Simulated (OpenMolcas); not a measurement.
Consider [Cu2(μ-OH)2(Cl)4]2-, a planar model complex in vacuum (2 bridging OH, bridge angle 88°, metal-metal distance 2.71 Å, Cu–OH 1.95 Å; typed geometry, not optimised).

```xyz
10

Cu    -1.3560     0.0000     0.0000
Cu     1.3560     0.0000     0.0000
O      0.0000     1.4042     0.0000
H      0.0000     2.3641     0.0000
O      0.0000    -1.4042     0.0000
H      0.0000    -2.3641     0.0000
Cl    -3.0035     1.6476     0.0000
Cl    -3.0035    -1.6476     0.0000
Cl     3.0035     1.6476     0.0000
Cl     3.0035    -1.6476     0.0000
```

### Question
Give the energies of the total-spin states at CASSCF(2,2) on the singly occupied d orbitals (ANO-RCC-VDZP on Cu, O, Cl and ANO-RCC-VDZ on H, scalar-relativistic DKH2, RICD, no spin-orbit coupling, OpenMolcas), and the exchange constant.

### Answer
Local spins 1/2 and 1/2.

| total S | E (cm⁻¹) | natural occupations, lowest and highest |
|---|---|---|
| 1 | 0.0 | 1.000, 1.000 |
| 0 | 27.8 | 0.997, 1.003 |

J = 13.9 cm⁻¹ (ferromagnetic).

J is defined by H = −2J S1·S2, so negative values are antiferromagnetic. Wave-function values come from the highest and lowest total spin; broken-symmetry values use Yamaguchi's formula with the computed ⟨S²⟩. The active space holds the singly occupied metal orbitals alone, without bridging-ligand orbitals. No row is a measured value.
